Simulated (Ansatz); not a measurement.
Program: Ansatz. Geometries: PBE0-D4/def2-TZVP. ΔE: electronic, gas phase. CCSD(T)/CBS adds triple-zeta CCSD(T) − MP2 to the extrapolated MP2 energy (def2 sets, frozen cores). For Se outer-core shells are correlated without core-valence functions, which leaves a few kJ/mol of doubt a bond. Scalar relativity is left out up to krypton. One conformer a species, not always the lowest.

`[CH3][Al]([CH3])[SeH]` + `C[SiH2]F` → `C[SiH](F)[SeH]` + `[CH3][AlH][CH3]`  (formal exchange of groups at the Se–Al bond)

`[CH3][Al]([CH3])[SeH]`:

Z-matrix (Å, degrees):
```
C
Al 1 1.950
H 1 1.092 2 113.1
H 1 1.096 2 110.2 3 120.4
H 1 1.094 2 111.0 3 -121.7
C 2 1.949 1 123.9 3 167.3
Se 2 2.330 1 119.9 3 -13.1
H 6 1.095 2 110.9 1 54.5
H 6 1.092 2 112.8 1 175.7
H 6 1.095 2 110.6 1 -63.6
H 7 1.469 2 92.9 1 0.7
```

`C[SiH2]F`:

Cartesian coordinates in Å:
```
C -0.151 0.371 0.899
Si 0.110 -0.361 -0.783
F 1.027 0.625 -1.655
H -0.648 1.342 0.832
H -0.779 -0.291 1.503
H 0.799 0.506 1.421
H 0.814 -1.666 -0.706
H -1.174 -0.527 -1.510
```

`C[SiH](F)[SeH]`:

Z-matrix (Å, degrees):
```
C
Si 1 1.852
H 1 1.092 2 110.4
H 1 1.092 2 110.8 3 120.1
H 1 1.093 2 110.2 3 -120.1
F 2 1.602 1 107.7 3 176.8
Se 2 2.267 1 112.6 3 -60.7
H 2 1.482 1 113.7 3 58.2
H 7 1.469 2 92.9 1 -44.3
```

`[CH3][AlH][CH3]`:

Cartesian coordinates in Å:
```
C -1.708 0.244 0.077
Al 0.158 0.271 0.655
C 1.586 -0.401 -0.497
H -1.830 0.750 -0.887
H -2.390 0.710 0.791
H -2.045 -0.788 -0.079
H 0.544 0.834 2.096
H 1.236 -0.717 -1.483
H 2.364 0.356 -0.642
H 2.084 -1.259 -0.031
```

```json
{"species": "`[CH3][Al]([CH3])[SeH]`", "CCSD(T)/CBS(def2) energy (Eh)": "-2723.10370"}
{"species": "`C[SiH2]F`", "CCSD(T)/CBS(def2) energy (Eh)": "-430.00374"}
{"species": "`C[SiH](F)[SeH]`", "CCSD(T)/CBS(def2) energy (Eh)": "-2830.74610"}
{"species": "`[CH3][AlH][CH3]`", "CCSD(T)/CBS(def2) energy (Eh)": "-322.33576"}
```

**Question.** Work out ΔE.

**Answer.** ΔE = (-2830.74610) + (-322.33576) − (-2723.10370) − (-430.00374) = 0.02558 Eh = +67.2 kJ/mol.

Largest T1 diagnostic among the species: 0.010.

Leaving LDA and LC-ωPBE aside and taking each functional with its dispersion term where it has one, the values, not all of them listed here, spread over 14.8 kJ/mol, from B97M-V to B2PLYP. In def2-TZVPP, CCSD(T) changes the Hartree–Fock value by −3.9 kJ/mol (the triples alone add −0.5 kJ/mol) and MP2 by −3.3 kJ/mol. From BLYP to BHLYP (50 % exact exchange), in def2-TZVPP and without D4, ΔE moves by +3.9 kJ/mol.
